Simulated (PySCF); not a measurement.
**Highest orbital energy against ionisation energy along the second row**

Calculated with PySCF 2.14, no spin-orbit coupling. Each cell gives −ε(HOMO) / ΔSCF in eV; NIST values include spin-orbit coupling, (s) semi-empirical, (t) theoretical.

```csv
species,UHF,LDA,PBE,PBE0,r2SCAN,NIST (lowest levels)
"B²⁺ (def2-TZVPPD, non-relativistic)",37.814 / 37.810,32.350 / 37.881,32.639 / 38.267,34.040 / 38.212,32.880 / 37.841,37.931
"C²⁺ (def2-TZVPPD, non-relativistic)",46.091 / 45.776,40.145 / 46.937,40.348 / 47.099,42.027 / 47.036,40.659 / 46.613,47.888
"N²⁺ (def2-TZVPPD, non-relativistic)",48.030 / 47.297,38.572 / 47.860,38.828 / 48.023,41.257 / 48.005,39.776 / 48.219,47.445 (s)
"O²⁺ (def2-TZVPPD, non-relativistic)",55.791 / 54.606,44.985 / 55.417,45.064 / 55.270,47.900 / 55.303,46.130 / 55.601,54.936 (s)
"F²⁺ (def2-TZVPPD, non-relativistic)",63.888 / 62.257,51.610 / 63.186,51.574 / 62.856,54.829 / 62.934,52.824 / 63.175,62.708 (s)
"Ne²⁺ (def2-TZVPPD, non-relativistic)",64.145 / 61.862,52.137 / 63.638,52.548 / 63.890,55.757 / 63.748,53.402 / 63.630,63.423
```

Problem. How far is −ε(HOMO) from ΔSCF on average for each method, and why?

Solution. UHF 1.03 eV; LDA -9.19 eV; PBE -9.07 eV; PBE0 -6.57 eV; r2SCAN -8.23 eV. Hartree-Fock orbital energies lack relaxation and so exceed the ΔSCF value; semilocal functionals have convex E(N) from self-interaction, so their HOMO lies far too high; exact exchange moves hybrids part of the way back.
